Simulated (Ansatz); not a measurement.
A run for Ansatz (a program for electronic structure): R-CCSD(T)/aug-cc-pV(T+d)Z on H2SSi (SMILES [SiH]S), atoms moved off the minimum. Files ending in .json are basis or fitting sets from the Basis Set Exchange.

Ansatz 0.2 input:
```yaml
crystal:
  periodic: [false, false, false]
  atoms:
    - {symbol: Si, position_ang: [0.21599013, -0.82552608, 0.76736028]}
    - {symbol: H, position_ang: [0.72556928, -1.72202825, -0.35490276]}
    - {symbol: S, position_ang: [-0.17628887, 0.75611090, -0.65054818]}
    - {symbol: H, position_ang: [-0.66019815, 1.59424961, 0.18172107]}
basis:
  gaussian:
    orbitals: aug-cc-pV_T+d_Z.json
magnetization: {spin_polarized: false}
correlation: {method: ccsd_t, electrons: outside_noble_gas}
scf: {lower_state_search: off}
output: {forces: true}
```

Output:

```
WARN ansatz: RAYON_NUM_THREADS=1 ignored (pool sized by the plan → 1); use --threads N
Functional definition: HF
these checks for a lower state are left out or cut short: starts, cluster_reference, orbital_swaps, neighbouring_geometries, increment
integrals: 0.40 GiB planned
906 factors; integrals over basis functions are off by at most 6.4e-4 eV
mean field: 0.33 GiB planned
mean field evaluation 1: about -18710.8855 eV, gradient 1.3e1 eV
mean field evaluation 2: about -18710.8879 eV, gradient 1.3e1 eV
mean field evaluation 4: about -18711.6976 eV, gradient 1.9e0 eV
mean field evaluation 8: about -18711.7242 eV, gradient 1.4e-1 eV
mean field -18711.72438531 eV, -687.6431878978 hartree, gradient 3.0e-6 eV, S^2 0.000000; 0 other end points of the search recorded, 0 dependent functions left out; unrestricted orbitals would lower it
10 core orbitals not correlated
reference -18711.72438531 eV, -687.6431878978 hartree; 6, 6 occupied and 140, 140 virtual orbitals, 906 factors
too little memory for Intel AMX tiles; the run may be slower
densities: 1.66 GiB planned
second order -7.83287279 eV of doubles, -0.00000000 eV of singles
coupled cluster: 0.94 GiB planned
cycle   1  -8.46463869 eV  change   -6.3e-1 eV  update   8.0e-2
cycle   2  -8.75046018 eV  change   -2.9e-1 eV  update   2.9e-2
cycle   3  -8.80463443 eV  change   -5.4e-2 eV  update   1.5e-2
cycle   4  -8.79899993 eV  change    5.6e-3 eV  update   4.9e-3
cycle   5  -8.79798685 eV  change    1.0e-3 eV  update   2.0e-3
cycle   6  -8.79794624 eV  change    4.1e-5 eV  update   7.5e-4
cycle   7  -8.79792882 eV  change    1.7e-5 eV  update   2.7e-4
cycle   8  -8.79798860 eV  change   -6.0e-5 eV  update   1.1e-4
cycle   9  -8.79797211 eV  change    1.6e-5 eV  update   4.0e-5
cycle  10  -8.79795558 eV  change    1.7e-5 eV  update   1.5e-5
cycle  11  -8.79795984 eV  change   -4.3e-6 eV  update   5.5e-6
perturbative correction -0.42698716 eV, -0.0156914886 hartree
the calculation of the forces begins
mean field evaluation 16: about -18711.7244 eV, gradient 3.0e-6 eV
Total energy: -18720.94933231 eV, -687.9821984471 hartree
Atom 0 at     0.215990    -0.825526     0.767360 Å, force    -0.075071     0.239185    -0.284669 eV/Å
Atom 1 at     0.725569    -1.722028    -0.354903 Å, force    -0.008465     0.076313     0.048445 eV/Å
Atom 2 at    -0.176289     0.756111    -0.650548 Å, force     0.826224    -1.649250    -1.125790 eV/Å
Atom 3 at    -0.660198     1.594250     0.181721 Å, force    -0.742688     1.333752     1.362013 eV/Å
Dipole moment:    -0.033056     0.036294     0.112723 e Å
Checks for a lower state left out: starts, cluster_reference, orbital_swaps, neighbouring_geometries, increment
```

The calculation finished and met its thresholds.

Cost: around 80 core-seconds (rough).
